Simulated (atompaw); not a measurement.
# I (Z = 53): one change to a PAW (atompaw) potential, before and after

I, PAW, made with atompaw 4.2.0.5 (LDA (PW92), non-relativistic). Core [Ar] 3d10, reference 4s2 4p6 4d10 5s1.5 5p5.5. Waves: 4s (bound); 5s (bound); 4p (bound); 5p (bound); 4d (bound); 4d channel at -2.4 Ry. Local part: troulliermartins scheme with l = 3 at 0 Ry, radius 1.65 bohr. Core correction: smooth core density matched at 1.05 bohr. Augmentation charge: besselshape compensation charge, radius 1.65 bohr; PAW radius 1.70 bohr; waves and projectors: bloechl.

All-electron outer shells of the reference configuration (LDA (PW92), non-relativistic, ld1.x):

| shell | level (eV) | outermost node (bohr) | outermost maximum (bohr) |
| --- | --- | --- | --- |
| 3p | -839.54 | 0.13 | 0.28 |
| 3d | -615.58 | – | 0.23 |
| 4s | -166.99 | 0.39 | 0.71 |
| 4p | -124.99 | 0.38 | 0.73 |
| 4d | -53.29 | 0.35 | 0.77 |
| 5s | -16.53 | 0.92 | 1.76 |
| 5p | -7.52 | 0.97 | 2.02 |

Change: local potential ultrasoft scheme with l = 3 at 0 Ry, radius 1.65 bohr.

Cutoffs: the cutoffs (Ry, on a coarse ladder) from which the occupation-weighted sum of valence levels, in a spherical-Bessel basis at the reference potential, stays within 10 and 1 mRy of its value at 400 Ry; they do not see the model core or the augmentation charge, which bear on the density cutoff.

What does the change do?

The potential gets softer (140 Ry and 180 Ry → 90 Ry and 110 Ry); neither file shows a bound ghost.

| quantity | base | changed |
| --- | --- | --- |
| cutoff, loose | 140 Ry | 90 Ry |
| cutoff, tight | 180 Ry | 110 Ry |
| loose cutoff by channel (10 mRy a level) | s 90 Ry, p 70 Ry, d 80 Ry | s 45 Ry, p 60 Ry, d 70 Ry |
| bound ghosts | none | none |
| s: phases at 1.71 bohr within 0.05 rad from the reference energy up to (Ry; the scan ends near 5) | 4.3 | to the end of the scan |
| p: phases at 1.71 bohr within 0.05 rad from the reference energy up to (Ry; the scan ends near 5) | to the end of the scan | to the end of the scan |
| d: phases at 1.71 bohr within 0.05 rad from the reference energy up to (Ry; the scan ends near 5) | to the end of the scan | to the end of the scan |
| lowest overlap eigenvalue by channel | s 0.30, p 0.57, d 0.78 | s 0.45, p 0.68, d 0.92 |

 The cutoffs see the waves, projectors and local potential, not the compensation charge or the core.
